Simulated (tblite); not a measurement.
Parent: `[N:1]#[C:2][SiH:3]1[SiH2:4][CH2:5][SiH2:6]1`, C2H7NSi3.

Computed geometry: GFN2-xTB, gas phase. One conformer each, not checked by frequencies here.

```
coordinate of the parent    value
                   N1≡C2  1.148 Å
                  C2–Si3  1.864 Å
                 Si3–Si4  2.350 Å
                  Si4–C5  1.934 Å
                  C5–Si6  1.934 Å
                 Si3–Si6  2.349 Å
               N1–C2–Si3   178.0°
              C2–Si3–Si4   114.2°
              C2–Si3–Si6   114.1°
             Si4–Si3–Si6    81.4°
              Si3–Si4–C5    86.9°
              Si4–C5–Si6   104.8°
              Si3–Si6–C5    86.9°
```

How does the shared frame change in `[CH3:1][C:2](=[O:3])[Si:4]1([C:5]#[N:6])[SiH2:7][CH2:8][SiH2:9]1` with C1–C2–Si4–C5 -5°, C4H9NOSi3? Atoms pair as N1 = N6, C2 = C5, Si3 = Si4, Si4 = Si7, C5 = C8, Si6 = Si9 (parent first).

| parent | relative | value in the relative | change |
| --- | --- | --- | --- |
| N1≡C2 | N6≡C5 | 1.149 Å | +0.001 |
| C2–Si3 | C5–Si4 | 1.869 Å | +0.005 |
| Si3–Si4 | Si4–Si7 | 2.358 Å | +0.008 |
| Si4–C5 | Si7–C8 | 1.933 Å | -0.001 |
| C5–Si6 | C8–Si9 | 1.934 Å | 0.000 |
| Si3–Si6 | Si4–Si9 | 2.356 Å | +0.007 |
| N1–C2–Si3 | N6–C5–Si4 | 178.6° | +0.6 |
| C2–Si3–Si4 | C5–Si4–Si7 | 118.1° | +3.9 |
| C2–Si3–Si6 | C5–Si4–Si9 | 118.7° | +4.6 |
| Si4–Si3–Si6 | Si7–Si4–Si9 | 81.4° | 0.0 |
| Si3–Si4–C5 | Si4–Si7–C8 | 86.6° | -0.3 |
| Si4–C5–Si6 | Si7–C8–Si9 | 105.3° | +0.5 |
| Si3–Si6–C5 | Si4–Si9–C8 | 86.6° | -0.3 |

Of the parent's bonds, Si3–Si4 and Si3–Si6 change most and about equally (+0.007 to +0.008 Å). Bonds of the relative outside the shared frame: C1–C2 1.501, C2=O3 1.213, C2–Si4 1.921 Å.

How does the shared frame change in `[N:1]#[C:2][Si:3]1([CH:4]([Cl:5])[Cl:6])[SiH2:7][CH2:8][SiH2:9]1` with C2–Si3–C4–Cl5 -70°, C3H7Cl2NSi3? Atoms pair as N1 = N1, C2 = C2, Si3 = Si3, Si4 = Si7, C5 = C8, Si6 = Si9 (parent first).

| parent | relative | value in the relative | change |
| --- | --- | --- | --- |
| N1≡C2 | N1≡C2 | 1.148 Å | 0.000 |
| C2–Si3 | C2–Si3 | 1.869 Å | +0.005 |
| Si3–Si4 | Si3–Si7 | 2.359 Å | +0.009 |
| Si4–C5 | Si7–C8 | 1.935 Å | +0.001 |
| C5–Si6 | C8–Si9 | 1.937 Å | +0.003 |
| Si3–Si6 | Si3–Si9 | 2.356 Å | +0.007 |
| N1–C2–Si3 | N1–C2–Si3 | 176.6° | -1.4 |
| C2–Si3–Si4 | C2–Si3–Si7 | 120.1° | +5.9 |
| C2–Si3–Si6 | C2–Si3–Si9 | 122.4° | +8.3 |
| Si4–Si3–Si6 | Si7–Si3–Si9 | 81.9° | +0.5 |
| Si3–Si4–C5 | Si3–Si7–C8 | 86.1° | -0.8 |
| Si4–C5–Si6 | Si7–C8–Si9 | 105.9° | +1.1 |
| Si3–Si6–C5 | Si3–Si9–C8 | 86.1° | -0.8 |

Of the parent's bonds, Si3–Si4 changes most (+0.009 Å). Bonds of the relative outside the shared frame: Si3–C4 1.942, C4–Cl5 1.783, C4–Cl6 1.779 Å. Point group Cs → C1.

How does the shared frame change in `[CH3:1][O:2][CH2:3][Si:4]1([C:5]#[N:6])[SiH2:7][CH2:8][SiH2:9]1` with C1–O2–C3–Si4 179°, O2–C3–Si4–C5 180°, C4H11NOSi3? Atoms pair as N1 = N6, C2 = C5, Si3 = Si4, Si4 = Si7, C5 = C8, Si6 = Si9 (parent first).

| parent | relative | value in the relative | change |
| --- | --- | --- | --- |
| N1≡C2 | N6≡C5 | 1.148 Å | 0.000 |
| C2–Si3 | C5–Si4 | 1.872 Å | +0.008 |
| Si3–Si4 | Si4–Si7 | 2.355 Å | +0.005 |
| Si4–C5 | Si7–C8 | 1.934 Å | 0.000 |
| C5–Si6 | C8–Si9 | 1.934 Å | 0.000 |
| Si3–Si6 | Si4–Si9 | 2.354 Å | +0.005 |
| N1–C2–Si3 | N6–C5–Si4 | 177.3° | -0.7 |
| C2–Si3–Si4 | C5–Si4–Si7 | 119.8° | +5.6 |
| C2–Si3–Si6 | C5–Si4–Si9 | 119.5° | +5.4 |
| Si4–Si3–Si6 | Si7–Si4–Si9 | 81.5° | +0.1 |
| Si3–Si4–C5 | Si4–Si7–C8 | 86.6° | -0.3 |
| Si4–C5–Si6 | Si7–C8–Si9 | 105.3° | +0.5 |
| Si3–Si6–C5 | Si4–Si9–C8 | 86.6° | -0.3 |

Of the parent's bonds, C2–Si3 changes most (+0.008 Å). Bonds of the relative outside the shared frame: C1–O2 1.402, O2–C3 1.415, C3–Si4 1.915 Å.

How does the shared frame change in `[CH3:1][NH:2][Si:3]1([C:4]#[N:5])[SiH2:6][CH2:7][SiH2:8]1` with C1–N2–Si3–C4 -178°, C3H10N2Si3? Atoms pair as N1 = N5, C2 = C4, Si3 = Si3, Si4 = Si6, C5 = C7, Si6 = Si8 (parent first).

```json
{"parent": "N1≡C2", "relative": "N5≡C4", "value in the relative": "1.147 Å", "change": "-0.001"}
{"parent": "C2–Si3", "relative": "C4–Si3", "value in the relative": "1.871 Å", "change": "+0.007"}
{"parent": "Si3–Si4", "relative": "Si3–Si6", "value in the relative": "2.365 Å", "change": "+0.015"}
{"parent": "Si4–C5", "relative": "Si6–C7", "value in the relative": "1.935 Å", "change": "+0.001"}
{"parent": "C5–Si6", "relative": "C7–Si8", "value in the relative": "1.934 Å", "change": "0.000"}
{"parent": "Si3–Si6", "relative": "Si3–Si8", "value in the relative": "2.350 Å", "change": "+0.001"}
{"parent": "N1–C2–Si3", "relative": "N5–C4–Si3", "value in the relative": "176.2°", "change": "-1.8"}
{"parent": "C2–Si3–Si4", "relative": "C4–Si3–Si6", "value in the relative": "115.0°", "change": "+0.8"}
{"parent": "C2–Si3–Si6", "relative": "C4–Si3–Si8", "value in the relative": "118.0°", "change": "+3.9"}
{"parent": "Si4–Si3–Si6", "relative": "Si6–Si3–Si8", "value in the relative": "81.5°", "change": "+0.1"}
{"parent": "Si3–Si4–C5", "relative": "Si3–Si6–C7", "value in the relative": "86.1°", "change": "-0.8"}
{"parent": "Si4–C5–Si6", "relative": "Si6–C7–Si8", "value in the relative": "105.4°", "change": "+0.6"}
{"parent": "Si3–Si6–C5", "relative": "Si3–Si8–C7", "value in the relative": "86.6°", "change": "-0.3"}
```

Of the parent's bonds, Si3–Si4 changes most (+0.015 Å). Bonds of the relative outside the shared frame: C1–N2 1.441, N2–Si3 1.728 Å. Point group Cs → C1.
